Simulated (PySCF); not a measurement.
# Computed properties of C4H6BrF, SMILES C(/F)=C\CCBr

C4H6BrF, SMILES C(=C\CCBr)/F. The structure is a stationary point at PBE0-D3(BJ)/def2-SVP. The structure was generated by enumeration; whether it is a known compound was not checked. The values are those of a single conformer. All values are computed for the isolated molecule unless a solvent is named; none is compared with measurement here.

**Structure.** The optimised structure has Cs symmetry. All 30 harmonic modes at PBE0-D3(BJ)/def2-SVP (PySCF) are real, so it is a minimum. With heavy atoms numbered as in [F:1]/[CH:2]=[CH:3]/[CH2:4][CH2:5][Br:6], the shortest bond between them is C2–C3 at 1.330 Å and the longest C5–Br6 at 1.941 Å.

**Vibrations.** The strongest infrared lines (harmonic, unscaled, degenerate partners summed) lie at 1212 cm⁻¹ (131 km/mol, C 52 %, F 31 %, H 17 %), 1235 cm⁻¹ (84 km/mol, H 70 %, C 26 %), 1789 cm⁻¹ (53 km/mol, C 91 %). The softest mode is at 87 cm⁻¹ and the zero-point energy is 58.1 kcal/mol.

**Electronic structure.** r2SCAN/def2-TZVP (PySCF) places the frontier levels at -6.51 and -0.85 eV, a gap of 5.66 eV, and gives a dipole moment of 0.55 D and a mean polarisability of 68.8 bohr³. PBE/def2-TZVP (PySCF) at the same geometry gives -6.27 and -1.10 eV, so its gap is 0.49 eV narrower. An orbital gap is neither the optical nor the fundamental gap.

**Excitations.** TDA-B3LYP/def2-SVPD (PySCF) has S1 at 5.93 eV (209 nm, f = 0.000, dark); the most intense of the 10 singlets computed lies at 7.33 eV (f = 0.05). T1 (TDA) is at 4.43 eV, 1.50 eV under S1. TDA-PBE/def2-SVPD (PySCF) puts S1 at 5.10 eV. No vertical singlet excitation falls in the visible range (under 3.1 eV).

**NMR.** GIAO shifts at HF/pcSseg-1 (PySCF) (non-relativistic, atoms alike by connectivity averaged): ¹³C from 30.4 to 155.3 ppm against TMS; ¹H from 2.6 to 6.6 ppm against TMS; ¹⁹F at -117.2 ppm against CFCl3. Without spin–orbit terms, shifts of atoms bonded to Cl or Br come out too high.

**Solvation.** SMD-B3LYP/def2-SVP (PySCF) gives -1.9 kcal/mol in water, -5.8 kcal/mol in ethylethanoate, -6.1 kcal/mol in methanol (1 M in both phases, gas-phase geometry); of these solvents methanol holds the molecule best.
